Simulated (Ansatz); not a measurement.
Program: Ansatz. Geometries: PBE0-D4/def2-TZVP. ΔE: electronic, gas phase. CBS: MP2 limit from def2 TZ/QZ plus the TZ coupled-cluster correction, frozen cores. Double bonds are as drawn, so ΔE can hold a change between cis and trans. For Ge outer-core shells are correlated without core-valence functions, which leaves a few kJ/mol of doubt a bond. Scalar relativity is left out up to krypton. One conformer a species, not always the lowest.

Reaction (redistribution): `O[SiH2]/C=C\[SiH](O)F` + `C[SiH2][GeH2][OH]` → `C[SiH2][SiH](O)F` + `O[SiH2]/C=[CH]\[GeH2][OH]`

```
                    species  CCSD/def2-TZVPP energy (Eh)
    `O[SiH2]/C=C\[SiH](O)F`                   -908.50751
        `C[SiH2][GeH2][OH]`                  -2482.63379
         `C[SiH2][SiH](O)F`                   -795.31914
`O[SiH2]/C=[CH]\[GeH2][OH]`                  -2595.80584
```

Task: Work out ΔE.

Result: ΔE = (-795.31914) + (-2595.80584) − (-908.50751) − (-2482.63379) = 0.01632 Eh = +0.44 eV. CCSD(T)/CBS gives +0.46 eV.

Largest T1 diagnostic among the species: 0.012.

In def2-TZVPP, CCSD(T) changes the Hartree–Fock value by +0.05 eV (the triples alone add +0.01 eV) and MP2 by +0.05 eV. The D4 term adds +0.04 eV with B3LYP and +0.02 eV with PBE0; it sums over pairs of atoms, weighted by their polarisabilities, and B3LYP, whose exchange is more repulsive, gets the larger term.

B3LYP here is the variant with VWN-RPA as its local correlation; programs differ in this.
